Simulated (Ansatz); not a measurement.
Compare A (`O/C([SiH3])=C\I`) with its isomer B (`[SiH3][C@H]1O[C@@H]1I`).

Calculated with Ansatz (gas phase, PBE0-D4/def2-TZVP geometries, no zero-point term in ΔE). CCSD(T)/CBS adds triple-zeta CCSD(T) − MP2 to the extrapolated MP2 energy (def2 sets, frozen cores). Functionals use def2-TZVPP. B3LYP here is the variant with VWN-RPA as its local correlation; programs differ in this. Elements past krypton have def2 core potentials. For I outer-core shells are correlated without core-valence functions, which leaves a few kJ/mol of doubt a bond. Each species was taken in one conformer, which may not be the lowest.

A:

```xyz
10

O     1.072    1.084   -0.729
C     0.353    0.142   -0.091
Si   -1.511    0.331   -0.261
C     0.861   -0.867    0.619
I     2.918   -1.116    0.835
H     2.018    0.908   -0.588
H    -2.143   -0.778    0.494
H    -1.891    0.263   -1.694
H    -1.933    1.641    0.296
H     0.257   -1.607    1.119
```

B:

Z-matrix (Å, degrees):
```
Si
C 1 1.880
H 1 1.485 2 108.9
H 1 1.484 2 109.8 3 -119.8
H 1 1.484 2 108.2 3 119.9
O 2 1.452 1 115.8 3 -167.1
C 2 1.462 1 121.6 3 -102.1
H 2 1.089 1 119.0 3 53.6
I 7 2.125 2 120.4 1 151.1
H 7 1.086 2 122.6 1 3.6
```

Question: Which is lower in electronic energy at CCSD(T)/CBS, and by how much? (Best estimate.)

Answer: Computed: A, by 21.6 kcal/mol.

Question: Give E(B) − E(A) in kcal/mol with r2SCAN-D4, PBE-D4, B2PLYP, CCSD(T)/def2-TZVPP, B3LYP, MP2/def2-TZVPP, B3LYP-D4. (Best estimate.)

Answer: The calculation gave: r2SCAN-D4 20.0, PBE-D4 19.4, B2PLYP 21.5, CCSD(T)/def2-TZVPP 20.9, B3LYP 21.6, MP2/def2-TZVPP 20.5, B3LYP-D4 22.2. None reverses the order clearly.

Largest T1 diagnostic: 0.012.

In def2-TZVPP, CCSD(T) changes the Hartree–Fock value by −1.3 kcal/mol (the triples alone add +0.3 kcal/mol) and MP2 by −1.8 kcal/mol.
